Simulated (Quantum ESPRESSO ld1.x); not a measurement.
Values are calculated unless marked as measured or tabulated.
Q: These are the eigenvalues of the occupied orbitals of an atom or ion with whole-number occupations (Ry). Code: ld1.x of Quantum ESPRESSO 7.5. Model: Dirac Kohn-Sham, PBE, spin-unpolarised, spherical densities, point nucleus.

1s1/2: -6387.56
2s1/2: -1477.80
2p1/2: -1441.53
2p3/2: -1302.00
3s1/2: -610.790

Which element is it, and in what charge state? The configuration may be excited. Open shells, if any, fill j = l - 1/2 first.

A: Z = 79, gold, charge +68: Au68+ in [Ne] 3s1. The list shows which subshells hold electrons but not how many an open one holds; the 1s level, -3193.8 hartree, gives Z - s = 79.9 by -(Z - s)^2/2, which with screening and relativity narrows Z to a few neighbours, and the depths of the outer levels then fix element, charge and occupations together.
